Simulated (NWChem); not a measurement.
Species: C$_{4}$H$_{4}$F$_{2}$; SMILES CC#CC(F)F

Computed with NWChem. Pople sets run with spherical d functions. Coordinates come from a B3LYP/6-31G* (spherical d) optimisation. Level: B3LYP/6-31G* with SMD (1 M gas to 1 M solution), gas-phase geometry.

For solvent toluene:

```
Item                                         Value
-------------------------------------------  -----
solvation free energy (kcal/mol)              -3.8
cavity-dispersion-structure term (kcal/mol)   -1.0
dipole in solution (D)                        3.23
```

Task: How do the values read with solvent water instead?

Result: 
| Item | Value |
|---|---|
| solvation free energy (kcal/mol) | -0.8 |
| cavity-dispersion-structure term (kcal/mol) | 4.4 |
| dipole in solution (D) | 3.56 |
